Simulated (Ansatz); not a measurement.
A structure relaxed at PBE0-D4/def2-SVP in Ansatz, charge 0, singlet:

Cartesian coordinates in Å:
```
Al -0.9087 -0.4774 0.7858
Cl -2.9472 -0.0628 0.4961
Cl -0.4330 -1.7393 2.3959
Si 0.8020 0.4324 -0.6810
H 2.0935 0.5903 0.0549
H 0.3740 1.7588 -1.2215
H 1.0194 -0.5020 -1.8302
```

(1) Give its formula, name or SMILES and point group.

(2) Summarise the bond lengths by kind (pairs closer than 1.2 times the sum of covalent radii, bridged metal pairs left out).

## Answers

(1) AlCl2(SiH3) (AlSiH₃Cl₂). Point group Cs (tolerance 0.1 Å).

(2) 2 × Al–Cl 2.10 Å; 1 × Al–Si 2.43 Å; 3 × H–Si 1.49 to 1.50 Å.
